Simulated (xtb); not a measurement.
Si(H)2(SH)2 (H₄S₂Si), SMILES [SiH2](S)S. All values are semi-empirical tight-binding results from xtb (GFN2-xTB unless named), good for trends rather than for accurate numbers. Geometry optimised at GFN2-xTB. Other conformers were not sampled.

Optimised geometry:

Bonded distances (Å): Si1–S2 2.149, Si1–S3 2.149, Si1–H4 1.449, Si1–H5 1.449, S2–H6 1.326, S3–H7 1.326. Angles (°): S2–Si1–S3 111.0, S2–Si1–H4 104.1, S2–Si1–H5 110.7, S3–Si1–H4 110.7, S3–Si1–H5 104.1, H4–Si1–H5 116.4, Si1–S2–H6 97.0, Si1–S3–H7 97.0.
Charge 0, spin multiplicity 1.

```
Quantity                                       Result
--------------------------------------  -------------
point group as xtb finds it                        C2
orbital gap                                   4.49 eV
zero-point energy                       21.4 kcal/mol
G − E(el) at 298.15 K (modified RRHO)    3.1 kcal/mol
static polarisability (D4 model)           71.1 bohr³
solvation energy, GFN2-xTB/ALPB(water)  -0.8 kcal/mol
solvation energy, GFN2-xTB/ALPB(ether)  -5.7 kcal/mol
```

Computed atomic charges and the Wiberg bond orders between heavy atoms:
charges (e) Si1 0.52, S2 -0.38, S3 -0.38, H4 -0.05, H5 -0.05, H6 0.17, H7 0.17. Bond orders Si1–S2 0.99, Si1–S3 0.99.
